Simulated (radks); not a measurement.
Excited configurations of neutral nitrogen: one electron is placed in a higher orbital outside [He] 2s2 2p2. The ground configuration is [He] 2s2 2p3. Method: Dirac Kohn-Sham, LDA (Slater exchange, Perdew-Wang correlation), spin-unpolarised, spherical densities, finite nucleus; open shells fill j = l - 1/2 first; Fermi nuclear charge, rms radius 2.5582 fm; computed with a radial shooting solver on a logarithmic mesh with Libxc functionals. Excitation = E - E(ground); binding = E(ion) - E, where the ion is the core of charge +1; n* = 1/sqrt(2 binding) in atomic units, and the quantum defect is n - n*.

outer orbital,excitation (eV),binding (eV),n*,eigenvalue (eV)
4f5/2,12.810,0.908,3.871,-0.442
5s1/2,12.664,1.053,3.594,-0.669
5p1/2,12.840,0.878,3.936,-0.553
5d3/2,13.054,0.664,4.527,-0.413
6s1/2,13.032,0.686,4.454,-0.453
6f5/2,13.269,0.449,5.503,-0.287
7s1/2,13.235,0.483,5.308,-0.328
7p1/2,13.289,0.429,5.633,-0.291

The Delta-SCF ionisation energy is 13.718 eV (NIST Atomic Spectra Database: 14.534 eV, measured). Self-interaction in the functional shifts the binding energies and quantum defects, so they are the method's values and not measured ones. Spin polarisation and multiplet splitting are left out, so open shells lie too high by an amount that depends on their filling.

Beside tabulated values, note that spin-unpolarised runs miss the spin-polarisation part of the exchange energy of open shells.
